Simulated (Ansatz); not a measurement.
The cluster ZrAl₆⁺ (the lowest doublet isomer of a short search) was relaxed with B3LYP-D4 (def2-SVP) in Ansatz in these states: charge +1 doublet, charge +1 quartet. The geometries follow in no particular order.

In the def2 sets Zr takes a core potential; there is no spin–orbit coupling.

A:

Cartesian coordinates in Å:
```
Zr 0.953 -0.568 1.989
Al 1.414 0.118 -0.630
Al -0.816 -0.777 -1.966
Al -0.717 1.709 -1.307
Al 0.365 1.970 1.097
Al 0.210 -2.274 -0.040
Al -1.409 -0.178 0.858
```

B:

Cartesian coordinates in Å:
```
Zr 1.885 0.157 -1.424
Al -0.758 1.008 -1.475
Al -2.229 -0.473 0.134
Al -0.775 0.224 2.136
Al 0.724 1.713 0.561
Al -0.162 -1.667 -0.984
Al 1.316 -0.962 1.053
```

Q: Judge from the bond lengths which geometry belongs to which state (an estimate).

A: A is the charge +1 quartet (Al4–Al7 2.954 Å, Al6–Al7 2.797 Å, Zr1–Al7 2.648 Å); B is the charge +1 doublet (Al4–Al7 2.637 Å, Al6–Al7 2.614 Å, Zr1–Al7 2.777 Å).

At PBE0-D4/def2-TZVP a doublet lies 0.36 eV below the charge +1 quartet. These are the stationary points nearest to one start from a short search; other shapes may lie lower in each state.
